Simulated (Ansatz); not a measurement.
Ansatz (a quantum-chemistry and plane-wave program) input (CCSD(T)/cc-pV(T+d)Z):
A basis named .json is the Basis Set Exchange file of that set.

Ansatz 0.2 input:
```yaml
crystal:
  periodic: [false, false, false]
  atoms:
    - {symbol: O, position_ang: [-1.18455132, 1.23902331, -1.03554048]}
    - {symbol: C, position_ang: [-1.66669739, 0.13853112, -0.94274031]}
    - {symbol: C, position_ang: [-0.97880012, -1.03044707, -0.28858196]}
    - {symbol: C, position_ang: [0.18456151, -0.63870565, 0.61826635]}
    - {symbol: O, position_ang: [0.27194652, -1.12896265, 1.72223741]}
    - {symbol: Si, position_ang: [1.52812578, 0.63471690, 0.04191282]}
    - {symbol: H, position_ang: [-2.67370904, -0.07199844, -1.35390011]}
    - {symbol: H, position_ang: [-1.69644340, -1.64180255, 0.26464607]}
    - {symbol: H, position_ang: [-0.58488015, -1.65940836, -1.09974782]}
    - {symbol: H, position_ang: [1.62703953, 0.68447331, -1.43256375]}
    - {symbol: H, position_ang: [2.80325863, 0.14778592, 0.61517548]}
    - {symbol: H, position_ang: [1.19742777, 1.95815762, 0.60437047]}
basis:
  gaussian:
    orbitals: cc-pV_T+d_Z.json
magnetization: {spin_polarized: false}
correlation: {method: ccsd_t, electrons: outside_noble_gas}
```

Output:

```
Functional definition: HF
integrals: 2.03 GiB planned
1597 factors; integrals over basis functions are off by at most 8.5e-4 eV
1.56 GiB of device memory are held for the factors and their scratch space
mean field: 1.45 GiB planned
mean field evaluation 1: about -15119.1413 eV, gradient 4.8e1 eV
mean field evaluation 2: about -15119.4969 eV, gradient 4.9e1 eV
mean field evaluation 4: about -15124.9597 eV, gradient 5.5e0 eV
mean field evaluation 8: about -15125.1114 eV, gradient 6.8e-1 eV
mean field evaluation 16: about -15125.1149 eV, gradient 5.4e-6 eV
mean field -15125.11492662 eV, -555.8377213823 hartree, gradient 5.4e-6 eV, S^2 0.000000; 0 other end points of the search recorded, 0 dependent functions left out
10 core orbitals not correlated
reference -15125.11492662 eV, -555.8377213823 hartree; 17, 17 occupied and 246, 246 virtual orbitals, 1597 factors
second order -28.91679297 eV of doubles, -0.00000000 eV of singles
coupled cluster: 16.96 GiB planned
cycle   1  -28.89037029 eV  change    2.6e-2 eV  update   1.4e-1
cycle   2  -29.73480634 eV  change   -8.4e-1 eV  update   4.6e-2
cycle   3  -29.96607165 eV  change   -2.3e-1 eV  update   2.5e-2
cycle   4  -29.94220552 eV  change    2.4e-2 eV  update   6.4e-3
cycle   5  -29.93927984 eV  change    2.9e-3 eV  update   3.2e-3
cycle   6  -29.94165650 eV  change   -2.4e-3 eV  update   1.1e-3
cycle   7  -29.94153159 eV  change    1.2e-4 eV  update   4.7e-4
cycle   8  -29.94122641 eV  change    3.1e-4 eV  update   1.7e-4
cycle   9  -29.94125620 eV  change   -3.0e-5 eV  update   9.1e-5
cycle  10  -29.94132852 eV  change   -7.2e-5 eV  update   5.0e-5
cycle  11  -29.94125260 eV  change    7.6e-5 eV  update   2.9e-5
cycle  12  -29.94128021 eV  change   -2.8e-5 eV  update   1.8e-5
perturbative correction -1.31843301 eV, -0.0484515195 hartree
Total energy: -15156.37463985 eV, -556.9864946548 hartree
```
